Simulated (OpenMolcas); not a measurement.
# A ladder of methods for BSiH4O2F (SMILES O[SiH2]B(O)F)

The species is BSiH4O2F (9 atoms), meant as a singlet with charge 0. As SMILES, `O[SiH2]B(O)F`. The coordinates come from a PBE0-D4/def2-TZVP relaxation. This is one conformer, not always the lowest.

```xyz
9

O     1.1525    0.6501    1.7030
Si    0.8376   -0.4398    0.5002
B    -0.7015    0.1940   -0.6709
O    -0.9680   -0.3816   -1.8590
F    -1.4885    1.1969   -0.2504
H     0.4010    1.0981    2.0929
H     2.0933   -0.5798   -0.2781
H     0.4933   -1.7816    1.0563
H    -1.7313   -0.0026   -2.3111
```

Quantity: the energy change with the Si2–B3 bond stretched from 2.035 to 3.053 Å, in eV. The values are calculated.

| level | kind | program | value (eV) | less CCSD(T)/def2-SVP | CPU time (all runs) |
| --- | --- | --- | --- | --- | --- |
| HF/def2-SVP (unrestricted) | Hartree–Fock | OpenMolcas | 2.62 | +0.32 | 19 s |
| SVWN5/def2-SVP (restricted) | LDA | OpenMolcas | 2.27 | -0.03 | 36 s |
| BLYP/def2-SVP (restricted) | GGA | OpenMolcas | 2.01 | -0.29 | 45 s |
| revPBE/def2-SVP (restricted) | GGA | OpenMolcas | 2.04 | -0.26 | 46 s |
| M06-L/def2-SVP (restricted) | meta-GGA | OpenMolcas | 2.33 | +0.03 | 63 s |
| BHLYP/def2-SVP (restricted) | global hybrid | OpenMolcas | 2.52 | +0.22 | 47 s |
| PBE0/def2-SVP (restricted) | global hybrid | OpenMolcas | 2.36 | +0.06 | 48 s |
| B2PLYP/def2-SVP (restricted) | double hybrid | OpenMolcas | 2.35 | +0.05 | 41 s |
| MP2/def2-SVP (restricted) | perturbation theory | OpenMolcas | 2.45 | +0.15 | 13 s |
| CCSD(T)/def2-SVP (restricted) | coupled cluster or CI | OpenMolcas | 2.30 | 0.00 | 2.8 min |

Differences are taken from CCSD(T)/def2-SVP (restricted) for orientation; it has basis-set and higher-order errors of its own. The first shape isn't each level's own minimum. The values span 2.01 to 2.62 eV. CPU times are rough (shared hosts, several kinds of processor and program).
